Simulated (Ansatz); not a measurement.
## Loss of HF: C2H3F2I → C2H2FI + HF

Gas-phase species: C2H3F2I `FCC(F)I`, singlet; C2H2FI `F/C=C/I`, singlet; HF, singlet. This is a balance of energies; it says nothing on the path, which may need atoms to shift.

Shapes, held fixed at every level: PBE0-D4/def2-TZVP. Flexible molecules stand in one conformer, not always the lowest. Programs: Ansatz 0.2.0. The zero-point and thermal change to 298 K, harmonic and unscaled (PBE0-D4/def2-TZVP), is -12.3 kJ/mol.

**Question.** Estimate ΔH(298 K) of this reaction.

**Answer.** The highest level, CCSD(T)/def2-TZVPP, gives ΔH(298 K) = +44.6 kJ/mol; the levels span +43.1 to +85.9. The column of differences is taken from that level and isn't an error. No measured value is set beside it here. For atoms past krypton def2 sets carry core potentials with scalar relativity. Outer-core shells of I are correlated, in sets that cover them unevenly.

```json
{"level": "SPW92/def2-TZVPP", "kind": "LDA", "ΔH(298 K) (kJ/mol)": "+85.9", "less CCSD(T)/def2-TZVPP": "+41.3"}
{"level": "r2SCAN-D4/def2-TZVPP", "kind": "meta-GGA", "ΔH(298 K) (kJ/mol)": "+63.4", "less CCSD(T)/def2-TZVPP": "+18.8"}
{"level": "r2SCAN0-D4/def2-TZVPP", "kind": "global hybrid", "ΔH(298 K) (kJ/mol)": "+65.7", "less CCSD(T)/def2-TZVPP": "+21.1"}
{"level": "B2PLYP/def2-TZVPP", "kind": "double hybrid", "ΔH(298 K) (kJ/mol)": "+45.3", "less CCSD(T)/def2-TZVPP": "+0.7"}
{"level": "MP2/def2-SVP", "kind": "perturbation theory", "ΔH(298 K) (kJ/mol)": "+57.0", "less CCSD(T)/def2-TZVPP": "+12.4"}
{"level": "MP2/def2-TZVPP", "kind": "perturbation theory", "ΔH(298 K) (kJ/mol)": "+43.1", "less CCSD(T)/def2-TZVPP": "-1.5"}
{"level": "CCSD(T)/def2-TZVPP", "kind": "coupled cluster or CI", "ΔH(298 K) (kJ/mol)": "+44.6", "less CCSD(T)/def2-TZVPP": "0.0"}
```
